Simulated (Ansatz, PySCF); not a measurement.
Pulling on the Si1–Ge2 bond in GeH6Si (SMILES [SiH3][GeH3]) (multiplicity 1 held, fragments rigid). Energies count from the point at 2.388 Å.
Geometry at that point (charge 0, multiplicity 1):
```json
[
 {"atom": "Si", "x (Å)": "-1.6041", "y (Å)": "-0.1283", "z (Å)": "0.0205"},
 {"atom": "Ge", "x (Å)": "0.7760", "y (Å)": "0.0621", "z (Å)": "-0.0099"},
 {"atom": "H", "x (Å)": "-2.1772", "y (Å)": "0.8180", "z (Å)": "1.0069"},
 {"atom": "H", "x (Å)": "-1.9990", "y (Å)": "-1.5073", "z (Å)": "0.3935"},
 {"atom": "H", "x (Å)": "-2.1562", "y (Å)": "0.1829", "z (Å)": "-1.3193"},
 {"atom": "H", "x (Å)": "1.2041", "y (Å)": "1.4898", "z (Å)": "-0.3959"},
 {"atom": "H", "x (Å)": "1.3883", "y (Å)": "-0.9150", "z (Å)": "-1.0303"},
 {"atom": "H", "x (Å)": "1.3666", "y (Å)": "-0.2582", "z (Å)": "1.3754"}
]
```

```tsv
level	energy at R = 7.641 Å (kcal/mol)	cost
R-HF/3-21G	142.78	-
U-HF/LANL2DZ	51.42	-
U-HF/def2-TZVPP	54.64	-
R-PBE/def2-TZVPP	92.44	×1
U-r2SCAN/def2-TZVPP	72.14	-
R-B3LYP/def2-TZVPP	100.99	×1
U-B3LYP/def2-TZVPP	71.41	-
R-wB97X-V/def2-TZVPP	143.37	×2
U-wB97X-V/def2-TZVPP	78.84	-
R-MP2/def2-TZVPP	72.96	-
U-SCS-MP2/def2-TZVPP	74.48	-
U-CCSD(T)/def2-TZVPP	74.03	-
SC-NEVPT2 on CASSCF(2,2)/def2-TZVPP	71.79	-
FIC-MRCISD+Q on CASSCF(2,2)/def2-TZVPP	73.76	-
```

The rows run from 51.42 (U-HF/LANL2DZ) to 143.37 kcal/mol (R-wB97X-V/def2-TZVPP). The 3 U-functionals in def2-TZVPP without D3 or D4 span 7.43, from U-B3LYP to U-wB97X-V.

R- and RO- levels are restricted; in cc, def2 and unpolarised 6-31G sets they are followed outwards from rest. U- levels take the lowest unrestricted solution at each point, which mixes spins at long bonds. Active spaces are followed from a long bond inwards. Curves can end on different states.

Frozen-core correlation. Filled d and f shells under p-block atoms count as core. Rows in 3-21G, LANL2DZ carry no dispersion term and start afresh at each structure; the Pople sets are all-electron and without relativity. LANL2DZ brings its own core potentials from Na on.

Doubts at one or more of the structures used: a restricted determinant that unrestricted orbitals would lower (R-HF/3-21G, R-PBE/def2-TZVPP, R-B3LYP/def2-TZVPP, R-wB97X-V/def2-TZVPP, R-MP2/def2-TZVPP); a spin-contaminated determinant (U-HF/LANL2DZ, U-HF/def2-TZVPP, U-r2SCAN/def2-TZVPP, U-B3LYP/def2-TZVPP, U-wB97X-V/def2-TZVPP, U-SCS-MP2/def2-TZVPP, U-CCSD(T)/def2-TZVPP).

Programs: Ansatz (a quantum-chemistry and plane-wave program) with Gaussian orbitals; PySCF for 3-21G rows, LANL2DZ rows. 

Costs are rough ratios of core time to R-PBE/def2-TZVPP (about 5 s over the structures, on one shared machine); a dash marks a level with no comparable run of its own.
